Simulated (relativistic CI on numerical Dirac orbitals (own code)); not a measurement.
**Tc⁵⁺: L2,3 absorption edge**

Computed with this model: Dirac-Coulomb-Breit CI, KLI orbitals optimised for each configuration, a model potential for QED, valence Slater integrals scaled by 0.7, multiplet model of core-to-valence dipole absorption; configurations [Kr] 4d2 → [He] 2s2 2p5 3s2 3p6 3d10 4s2 4p6 4d3; 300 K; Lorentzian 0.96 eV and Gaussian 0.5 eV FWHM. Energies are those of the free ion, without screening or charge transfer. The branching ratio is the share of the lower-energy edge in the whole absorption, uncertain by about 0.02 where the edges overlap. S is read from ⟨S²⟩ = S(S + 1).

Field parameters in Wybourne normalisation: Oh B⁴₀ = 21Dq, B⁴₄ = √(5/14) B⁴₀. The field is a parameter set, without covalency.

free ion: ground-state S = 0.98, centroid 2713.25 eV, branching ratio 0.780. Peaks (eV, height): 2687.8 (100), 2802.6 (17), 2804.4 (17).

Oh, 10Dq = 8500 cm⁻¹: ground-state S = 0.99, centroid 2717.77 eV, branching ratio 0.742. Peaks (eV, height): 2688.0 (100), 2803.9 (27).

Oh, 10Dq = 19250 cm⁻¹: ground-state S = 0.99, centroid 2719.91 eV, branching ratio 0.725. Peaks (eV, height): 2685.2 (27), 2687.8 (86), 2688.7 (100), 2801.5 (15), 2803.9 (37).

Oh, 10Dq = 29950 cm⁻¹: ground-state S = 0.99, centroid 2720.72 eV, branching ratio 0.719. Peaks (eV, height): 2684.6 (33), 2686.1 (68), 2689.5 (100), 2800.9 (16), 2802.9 (25), 2803.8 (26), 2804.6 (28), 2805.9 (29).

Oh, 10Dq = 40650 cm⁻¹: ground-state S = 0.99, centroid 2721.20 eV, branching ratio 0.716. Peaks (eV, height): 2684.1 (37), 2685.6 (79), 2690.3 (100), 2800.4 (18), 2802.3 (25), 2803.0 (24), 2805.6 (26), 2806.7 (31).

The statistical ratio of this edge is 2/3 = 0.667. Values above it arise where the holes sit mainly in the j = l + 1/2 valence subshell or the ground state has high spin; values below it where core-valence Coulomb terms move weight to the upper edge, as in nearly empty shells. At deep edges of heavy elements the radial integrals of the two core levels differ, which raises the baseline.

Strongest unbroadened transitions for Oh, 10Dq = 40650 cm⁻¹:

| Energy (eV) | Relative strength |
| --- | --- |
| 2683.75 | 24.1 |
| 2684.02 | 59.0 |
| 2685.45 | 37.9 |
| 2685.48 | 100.0 |
| 2685.56 | 55.9 |
| 2685.57 | 28.3 |
| 2685.94 | 39.2 |
| 2688.83 | 23.4 |
| 2689.20 | 33.1 |
| 2690.16 | 44.2 |
| 2690.30 | 26.2 |
| 2690.37 | 44.4 |
| 2690.42 | 49.1 |
| 2800.44 | 30.8 |
| 2802.11 | 34.1 |
| 2802.39 | 23.3 |
| 2803.04 | 24.1 |
| 2805.44 | 29.0 |
